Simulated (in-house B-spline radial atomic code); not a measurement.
Results of a calculation; reference values are marked as such.
Making a Troullier-Martins p channel for Cr, r_c = 0.8 bohr

Cr, [Ar] 3d5 4s1, non-relativistic PBE, spherical and spin-unpolarised, from a B-spline radial code for spherical atoms (atomic units). The all-electron 3p level is ε = -1.657490 hartree, its outermost node lies just inside 0.34 bohr and its outer maximum at 0.80 bohr.

Inside r_c the pseudo-orbital is u(r) = r^2 exp(p(r)), with p = c0 + c2 r² + c4 r⁴ + … + c12 r¹². The seven coefficients follow from p and its first four derivatives at r_c, from zero curvature of the screened potential at the origin, c4 = −c2²/(2l + 5), and from the norm inside r_c. At r_c the all-electron orbital has P = 1.093928, P' = 0.004836998, the screened potential V = -6.058524, V' = 16.42819, V'' = -56.42418, and the norm inside is Q = 0.3634192.

Q: What are p, p' and p'' at r_c?

A: p = ln(P/r_c^2) = ln(1.093928/0.64) = 0.53606. p' = P'/P − 2/r_c = 0.00442 − 2.50000 = -2.49558. The radial equation gives p'' = 2(V − ε) − 2(2) p'/r_c − p'² = -8.80207 − (-12.47789) − 6.22791 = -2.55209. Differentiating, p''' = 2V' + 2(2)p'/r_c² − 2(2)p''/r_c − 2p'p'' = 17.282, and p'''' = 2V'' − 4(2)p'/r_c³ + 4(2)p''/r_c² − 2(2)p'''/r_c − 2p''² − 2p'p''' = -118.94.

For a trial c2 the five matching conditions are linear in c0, c6, c8, c10 and c12, and c2 is varied until the norm inside r_c equals Q. The root nearest zero gives:

```tsv
n	c_n
0	1.426137
2	-1.172467
4	-0.1963825
6	0.1001893
8	-2.42568
10	4.345135
12	-2.111723
```

Q: Check c4 and p(r_c), and find the screened pseudopotential at the origin.

A: −c2²/7 = -0.196383, as listed. The terms c_n r_c^n are 1.42614, -0.75038, -0.08044, 0.02626, -0.40696, 0.46656, -0.14512, which sum to 0.53606. Inverting the radial equation, V_l(r) = ε + 2 p'/r + (p'' + p'²)/2, so V_l(0) = ε + (2l + 3) c2 = -1.65749 + 5 × (-1.17247) = -7.5198 hartree, finite where the all-electron potential diverges.

Orbitals and screened potentials:

```json
{"r (bohr)": "0.08", "P": "-0.3757", "u": "0.02644", "V all-electron": "-229.8", "V pseudo": "-7.52"}
{"r (bohr)": "0.2", "P": "-0.5117", "u": "0.1588", "V all-electron": "-67.63", "V pseudo": "-7.519"}
{"r (bohr)": "0.32", "P": "-0.05043", "u": "0.3772", "V all-electron": "-32.9", "V pseudo": "-7.555"}
{"r (bohr)": "0.44", "P": "0.4746", "u": "0.6365", "V all-electron": "-19.1", "V pseudo": "-7.745"}
{"r (bohr)": "0.56", "P": "0.8467", "u": "0.8784", "V all-electron": "-12.37", "V pseudo": "-8.034"}
{"r (bohr)": "0.68", "P": "1.04", "u": "1.042", "V all-electron": "-8.513", "V pseudo": "-7.723"}
{"r (bohr)": "0.8", "P": "1.094", "u": "1.094", "V all-electron": "-6.059", "V pseudo": "-6.059"}
```

Logarithmic derivatives P'/P at R = 1.1 bohr, for energies E around ε:

```
E − ε (hartree)  all-electron     pseudo
           -0.5     -0.284543  -0.285292
          -0.25     -0.615314  -0.615528
           -0.1     -0.835382  -0.835407
              0     -0.992612  -0.992595
            0.1      -1.15928   -1.15932
           0.25      -1.42929   -1.42961
            0.5      -1.94348   -1.94519
```

Q: With P(R) = 0.9177485 and a norm of 0.6813564 inside R, what slope in energy does norm conservation fix?

A: d(P'/P)/dE = −2 × (norm inside R)/P(R)² = -1.6179 per hartree·bohr at E = ε, for both atoms, since orbital and norm agree at R. Differences over ±0.1 hartree give -1.6195 (all-electron) and -1.6196 (pseudo), which also hold third-order terms. Half a hartree below ε the two curves differ by -0.0007.
